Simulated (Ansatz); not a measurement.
The cluster Be₄O₃⁺, relaxed as a doublet with UKS PBE0-D4/def2-SVP in Ansatz, starting from the GFN1-xTB geometry. Force threshold 0.02 eV/Å.

The relaxation made no stability test and no search for a lower SCF solution. Another isomer (doublet) lies 0.81 eV lower at PBE0-D4/def2-TZVP; other spin states weren't run for this one.

Start:

```xyz
7

Be   -1.845   -0.425   -0.453
Be   -0.058    1.653   -0.357
Be   -0.443   -1.888    0.261
Be    1.612   -0.082    0.487
O     0.780   -1.310    0.498
O    -1.271    0.819   -0.538
O     1.224    1.233    0.102
```

Estimate the energy that the relaxation releases and the steps that it takes.

0.53 eV, in 7 steps; 7.5 s on 4 threads of Arm Neoverse V2 on a shared host. No frequencies were taken in this run, so the end may be a saddle point.

Does the start keep its bonding and symmetry?

By distances, no bond broke or formed. The bond that changes most is Be1–Be3, from 2.15 to 2.39 Å (atoms count from 1). Point group Cs at the start, C2v at the end, both within 0.05 Å; within 0.015 Å the end is Cs.

Predict the relaxed structure.


```xyz
7

Be   -1.908   -0.321   -0.490
Be   -0.062    1.533   -0.335
Be   -0.343   -1.948    0.300
Be    1.498   -0.086    0.456
O     0.936   -1.446    0.572
O    -1.403    0.979   -0.611
O     1.282    1.290    0.108
```
Bond lengths (bridged metal pairs left out): 6 × Be–O 1.40 to 1.48 Å.
